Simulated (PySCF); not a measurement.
SMILES CBr (CH3Br), CAM-B3LYP/def2-SVP optimised geometry.

```
5

C     -0.79    -0.26     0.00
Br     1.14    -0.26     0.00
H     -1.14     0.78     0.00
H     -1.14    -0.78     0.90
H     -1.14    -0.78    -0.90
```

Density from PySCF with CAM-B3LYP/def2-TZVP at that geometry.

Minimum of the electron density along straight lines between bonded atoms, close to the bond critical point (lines longer than 1.1 times the sum of covalent radii, or with two minima, are not listed):

```
bond    length / Å  ρ at the minimum / e bohr⁻³  ∇²ρ there / e bohr⁻⁵  position (fraction from the first atom)
------  ----------  ---------------------------  --------------------  ---------------------------------------
C1–Br2       1.934                        0.154                 -0.17                                     0.44
C1–H3        1.095                        0.281                 -0.98                                     0.65
C1–H4        1.095                        0.281                 -0.98                                     0.65
C1–H5        1.095                        0.281                 -0.98                                     0.65
```
